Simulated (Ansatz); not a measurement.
(1) Predict a relaxed structure of [(Cl)3Ti]2S (Ti₂SCl₆), charge 0, singlet, at r2SCAN-D4/def2-SVP (Ansatz).

## Answers

(1) 
```xyz
9

Ti    1.011   -1.042    1.000
Cl    1.537    0.306    2.615
Cl    2.433   -2.672    0.925
Cl   -1.001   -1.821    1.259
S     1.171    0.011   -0.997
Ti   -0.838    1.044   -1.147
Cl   -0.556    2.692   -2.521
Cl   -2.332   -0.313   -1.939
Cl   -1.424    1.795    0.806
```
Point group C2 (tolerance 0.1 Å). This is one stationary point.
